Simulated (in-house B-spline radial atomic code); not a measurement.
A calculation on Sr V (Sr4+) (an excited or competing configuration): its settings, and results tabulated from the run. Method: non-relativistic B97-1, spin-polarised, spherical fractional occupations, point nucleus. Calculated with a radial B-spline atomic code at the basis-set limit.

Command:
```bash
python run_scf.py task.json out
```
Settings:
```
Z                38
configuration    [Ar] 3d9 4s2 4p4 5f1
hamiltonian      nr
method           b97_1
spin_polarised   True
```

Output (hartree, bohr):
```
 radial grid: 51 intervals, B-splines of order 8, outer radius 30.8511 bohr

 iter        energy (Eh)    residual
    1       -3117.354301    4.82e-01
    2       -3120.795992    3.08e-01
    3       -3122.120126    5.53e-02
    4       -3122.178871    1.55e-02
    5       -3122.181830    6.98e-03
    6       -3122.182591    6.82e-04
    7       -3122.182593    7.86e-05
    8       -3122.182593    2.30e-05
    9       -3122.182593    2.38e-06
   10       -3122.182593    2.58e-07

 total energy                     -3122.18259
 kinetic                            3120.5063
 electron-nucleus                  -7355.6262
 Hartree                            1213.6122
 exact exchange                      -20.6500
 exchange-correlation                -80.0249

 orbital      occ     eigenvalue          <r>       <r^2>       <1/r>       r_max
 1s up      1.000      -578.8419     0.040185  0.00216191       37.49     0.02656
 1s down    1.000      -578.8284    0.0401842  0.00216181     37.4907     0.02656
 2s up      1.000       -80.5116      0.17691   0.0368161     8.38072      0.1492
 2s down    1.000       -80.4407     0.176821    0.036777     8.38506      0.1492
 2p up      3.000       -73.5726     0.152273    0.028291     8.35902      0.1179
 2p down    3.000       -73.5086     0.152189   0.0282559     8.36242      0.1179
 3s up      1.000       -14.9820     0.497347    0.283326     2.86635      0.4434
 3s down    1.000       -14.8847     0.497798    0.283733     2.86092      0.4438
 3p up      3.000       -12.4351     0.495607    0.285928     2.76815      0.4321
 3p down    3.000       -12.3237      0.49641    0.286743      2.7611      0.4327
 3d up      5.000        -7.8519     0.481723    0.280229     2.56926      0.3707
 3d down    4.000        -7.6801     0.483126    0.281787     2.56228      0.3718
 4s up      1.000        -3.6792      1.26418     1.79634      1.0619       1.153
 4s down    1.000        -3.5212      1.27302     1.82583     1.05658       1.153
 4p up      3.000        -2.9360      1.36379     2.10268    0.973201        1.23
 4p down    1.000        -2.7381      1.38776       2.183    0.957323       1.238
 5f up      1.000        -0.5048       5.3305     32.6157    0.252449       5.529
```

Cost of the run: 0.1 s on 1 thread of x86-64 server CPU, with other jobs on the host.

Caution: exact exchange at fractional occupations of open shells leaves self-interaction of up to several eV.
